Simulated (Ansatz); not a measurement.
System: C₅H₁₀N, net charge 0, doublet state. It need not be the lowest isomer of its formula. 
Structure (B3LYP-D3(BJ)/def2-TZVP (Ansatz, a quantum-chemistry and plane-wave program) minimum search):
```
C
H 1 1.1080
N 1 1.4703 2 111.08
H 3 1.0142 1 110.12 2 66.33
H 3 1.0151 4 106.52 1 119.25
C 1 1.4939 2 108.83 3 125.16
H 6 1.0817 1 123.44 2 -78.97
C 6 1.4900 7 124.55 1 177.88
H 8 1.0946 6 113.54 7 47.91
H 8 1.1009 9 105.78 6 121.76
C 1 1.5403 2 108.16 6 111.24
H 11 1.0913 1 112.92 2 38.25
H 11 1.0928 12 108.10 1 -118.99
C 11 1.5336 12 113.24 13 -122.66
H 14 1.0902 11 112.91 12 76.82
H 14 1.0931 15 107.43 11 121.56
```
Charge 0, spin multiplicity 2.

Total electronic energies in hartree. Correlated levels leave the core frozen unless marked. UHF or UKS for open shells. No spin-orbit coupling. Non-relativistic. CBS marks a two-point X^-3 extrapolation of the correlation energy; Hartree-Fock from the larger set. [CCSD(T)-MP2]/basis is that difference in the basis named.

```
level                                                     program  energy (Eh)
-------------------------------------------------  --------------  -----------
HF/6-31G                                                   Ansatz   -249.45468
HF/6-31G*                                                  Ansatz   -249.55830
HF/cc-pwCVTZ                                               Ansatz   -249.65098
SVWN5/def2-TZVPD                                           Ansatz   -249.04486
revPBE-D4/def2-TZVPD                               Ansatz + dftd4   -251.29898
B97M-V/def2-TZVPD                                          Ansatz   -251.32911
B3LYP-D3(BJ)/def2-TZVPD                            Ansatz + dftd3   -251.36248
r2SCAN0/def2-TZVPD                                         Ansatz   -251.16339
HSE06-D4/def2-TZVPD                                Ansatz + dftd4   -251.02762
HSE06/def2-TZVPD                                           Ansatz   -251.01792
CAM-B3LYP-D4/def2-TZVPD                            Ansatz + dftd4   -251.20420
wB97M-V/def2-TZVPD                                         Ansatz   -251.20548
B2GP-PLYP-D3(BJ)/def2-TZVPD                        Ansatz + dftd3   -251.05080
SCS-MP2/cc-pVTZ                                            Ansatz   -250.68413
CCSD/STO-3G                                                Ansatz   -246.93339
CCSD/6-31G                                                 Ansatz   -250.05538
CCSD/6-31G*                                                Ansatz   -250.41167
CCSD/cc-pVTZ                                               Ansatz   -250.74235
CCSD(T)/STO-3G                                             Ansatz   -246.93637
CCSD(T)/6-31G*                                             Ansatz   -250.43763
CCSD(T)/cc-pVTZ                                            Ansatz   -250.78756
CCSD(T)/cc-pwCVTZ                                          Ansatz   -250.80123
RI-MP2/CBS(cc-pVTZ,cc-pVQZ)+[CCSD(T)-MP2]/cc-pVTZ          Ansatz    -250.9187
```

Totals of different functionals don't rank their quality; only differences between species are comparable.
